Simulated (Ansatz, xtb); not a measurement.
**Relative energy of two isomers of C5H9BrO**

Structure X is `C[C@@H]1C[C@H](Br)CO1`, a singlet and structure Y is `C[C@@H]1OCC[C@@H]1Br`, a singlet. Both are isolated molecules in the gas phase, relaxed with PBE0-D3(BJ)/def2-SVP; the shapes shown needn't be the lowest conformers.

X (Å):

```csv
atom,x (Å),y (Å),z (Å)
C,0.8885,-0.6089,1.3455
C,-0.3346,0.1262,0.8421
C,-0.7941,-0.2739,-0.5789
C,-0.4497,0.9399,-1.4284
C,-0.5540,2.0544,-0.4020
Br,1.3685,0.8199,-2.1523
O,-0.0415,1.5167,0.7796
H,1.7172,-0.5037,0.6303
H,1.2072,-0.1910,2.3114
H,0.6703,-1.6784,1.4855
H,-1.1699,-0.0278,1.5520
H,-0.3293,-1.2000,-0.9418
H,-1.8863,-0.4166,-0.6077
H,-1.0943,1.0763,-2.3047
H,-1.6273,2.3297,-0.3007
H,0.0093,2.9602,-0.6658
```

Y (Å):

```xyz
16

C    -0.8498    2.2505    0.6064
C    -1.0494    0.9578    1.3563
C     0.2672   -0.6889    2.3347
C    -0.8876   -1.3698    1.6018
C    -1.2565   -0.3288    0.5601
Br   -0.0630   -0.4705   -0.9898
O     0.0644    0.7024    2.1841
H    -1.7222    2.4736   -0.0255
H     0.0449    2.1886   -0.0281
H    -0.7166    3.0733    1.3226
H    -1.9661    1.0522    1.9818
H     1.2391   -0.9648    1.8893
H     0.2956   -0.9539    3.4049
H    -1.7523   -1.5030    2.2733
H    -0.6319   -2.3491    1.1771
H    -2.2688   -0.4284    0.1505
```

Estimate which is lower in electronic energy at CCSD(T)/def2-SVP + ΔMP2/def2-TZVPP, and by roughly how much.

CCSD(T)/def2-SVP + ΔMP2/def2-TZVPP gives E(Y) − E(X) = −0.50 kcal/mol, slightly favouring structure Y, which is too small a margin to settle the true order.

How the difference moves with the method:

```
                             level              geometry  E(Y) − E(X) (kcal/mol)  departure from the last row (kcal/mol)  job, with rough time for the two
                          GFN2-xTB              GFN2-xTB                     +0.30                                   +0.79              optimisation, 0.38 s
                         HF/STO-3G              GFN2-xTB                     +1.24                                   +1.74               single point, 1.6 s
                r2SCAN-D4/def2-SVP              GFN2-xTB                     +0.08                                   +0.57                single point, 18 s
              PBE0-D3(BJ)/def2-SVP  PBE0-D3(BJ)/def2-SVP                     −0.66                                   −0.16             optimisation, 3.4 min
                       HF/def2-SVP  PBE0-D3(BJ)/def2-SVP                     −0.27                                   +0.23           part of the CCSD(T) run
                      MP2/def2-SVP  PBE0-D3(BJ)/def2-SVP                     −0.93                                   −0.44           part of the CCSD(T) run
                  CCSD(T)/def2-SVP  PBE0-D3(BJ)/def2-SVP                     −0.68                                   −0.18                      single point
CCSD(T)/def2-SVP + ΔMP2/def2-TZVPP  PBE0-D3(BJ)/def2-SVP                     −0.50                                                     single point, 9.3 min
```

As drawn, both hold the same kinds of bond in the same numbers.

The largest departure from CCSD(T)/def2-SVP + ΔMP2/def2-TZVPP is that of HF/STO-3G, 1.74 kcal/mol. The last row adds to CCSD(T) the change of the MP2 difference between the two basis sets, here +0.18 kcal/mol.

With thermal terms from frequencies at re-optimised GFN2-xTB minima (ideal gas, soft modes damped towards free rotors, one conformer each, 298.15 K, 1 atm): the zero-point term adds −0.02 kcal/mol; ΔH is −0.54 and ΔG −0.37 kcal/mol.

The correlated steps freeze 15 core orbitals; the filled d shell of Br is correlated, in a basis made for valence electrons. Programs: Ansatz 0.2.0, xtb 6.7.1; the last row on 2 threads of Arm Neoverse N1 on a shared host.
